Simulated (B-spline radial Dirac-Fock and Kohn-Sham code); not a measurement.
**How the binding energies of Zn²⁶⁺ add up**

System: zinc as Zn²⁶⁺, [He] 2s2; nuclear rms radius 3.9283 fm (A = 64).

Method: ΔSCF Dirac-Fock with Breit, self-energy and vacuum polarisation, finite nucleus, configuration average. Computed with a radial finite-basis atomic code. No correlation. Energies are counted from the vacuum level.

All terms are in eV, carry their sign (relaxation lowers the binding energy) and add up to the binding energy; ⟨r⟩ is the mean radius of the orbital in the initial state.

| subshell | −ε (Koopmans) | relaxation | Gaunt | retardation | self-energy | vacuum polarisation | binding energy | ⟨r⟩ (bohr) |
| --- | --- | --- | --- | --- | --- | --- | --- | --- |
| K (1s) | 11565.5 | -4.70 | -10.46 | 0.10 | -6.53 | 0.61 | 11544.5 | 0.050 |
| L1 (2s) | 2664.7 | -0.29 | -1.10 | 0.10 | -0.81 | 0.07 | 2662.6 | 0.207 |

For the deepest level, K (1s), the Breit terms make up -0.090 % of the binding energy, QED -0.051 % and orbital relaxation -0.041 %.

Going to the tabulated ground configuration of the next ion removes an electron from L1 (2s), computed at 2662.6 eV. NIST lists 2669.9 ± 2.5 eV as the ionisation energy of this species (semi-empirical), +7.26 eV from the computed value.
